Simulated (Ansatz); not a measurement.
One change: `[OH][Ti]([SH])([SH])[SH]` becomes `[OH][Zr]([SH])([SH])[SH]`.

Ansatz, PBE0-D4/def2-TZVP geometries, multiplicity 1. Each molecule was computed in one conformer, which needn't be the lowest.

Elements past krypton have def2 core potentials. Scalar relativity is left out up to krypton.

```json
{"property": "LUMO energy (ωB97M-V/def2-TZVPP) / eV", "`[OH][Ti]([SH])([SH])[SH]`": "-0.55"}
{"property": "HOMO–LUMO gap (ωB97M-V/def2-TZVPP) / eV", "`[OH][Ti]([SH])([SH])[SH]`": "9.08"}
{"property": "LUMO energy (PBE0/def2-TZVPP) / eV", "`[OH][Ti]([SH])([SH])[SH]`": "-2.68"}
{"property": "LUMO energy (PBE/def2-TZVPP) / eV", "`[OH][Ti]([SH])([SH])[SH]`": "-3.58"}
{"property": "HOMO–LUMO gap (PBE/def2-TZVPP) / eV", "`[OH][Ti]([SH])([SH])[SH]`": "2.80"}
{"property": "size of the dipole moment (B3LYP/def2-TZVPP) / D", "`[OH][Ti]([SH])([SH])[SH]`": "1.36"}
```

(1) Give the same properties after the change, and the shifts. (An estimate is asked.)

Results:

(1) Computed: 
```tsv
property	`[OH][Zr]([SH])([SH])[SH]`	shift
LUMO energy (ωB97M-V/def2-TZVPP) / eV	0.13	0.68
HOMO–LUMO gap (ωB97M-V/def2-TZVPP) / eV	9.77	0.69
LUMO energy (PBE0/def2-TZVPP) / eV	-1.90	0.78
LUMO energy (PBE/def2-TZVPP) / eV	-2.69	0.89
HOMO–LUMO gap (PBE/def2-TZVPP) / eV	3.66	0.86
size of the dipole moment (B3LYP/def2-TZVPP) / D	2.96	1.60
```

Dipoles are sizes alone; their direction can turn.

B3LYP here is the variant with VWN-RPA as its local correlation; programs differ in this.
